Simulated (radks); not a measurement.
The numbers below are computed, except where a source is named.
Effect of the nuclear size on the technetium ion Tc+, [Kr] 4d5 5s1. Code: a radial shooting solver on a logarithmic mesh with Libxc functionals. Model: Dirac Kohn-Sham, PBE, spin-unpolarised, spherical densities, finite nucleus; open shells fill j = l - 1/2 first; Fermi nuclear charge, rms radius 4.4112 fm. The rms radius is varied about that value; shifts are against it.

rms radius (fm)  total energy shift (eV)  density at nucleus (e/bohr^3)  1s1/2 shift (meV)  2s1/2 shift (meV)  3p1/2 shift (meV)  4s1/2 shift (meV)  4p1/2 shift (meV)  5s1/2 shift (meV)
3.8377                            -0.408                      1.018e+05               -172              -18.6              0.251             -0.555              0.052             -0.054
4.1774                            -0.173                      1.008e+05              -72.8              -7.87              0.106             -0.234              0.022             -0.023
4.4112                                 0                      1.002e+05              0.000              0.000              0.000              0.000              0.000              0.000
4.7465                             0.262                      9.934e+04                111               11.9             -0.161              0.356             -0.033              0.035
5.0023                             0.473                      9.875e+04                200               21.6             -0.290              0.643             -0.060              0.063

Slopes of the eigenvalues against <r^2> in GHz/fm^2, as finite differences over the two radii next to the reference (eigenvalue slopes, not the field-shift constants of lines): 1s1/2 8730, 2s1/2 943, 3p1/2 -12.7, 4s1/2 28.1, 4p1/2 -2.63, 5s1/2 2.74.
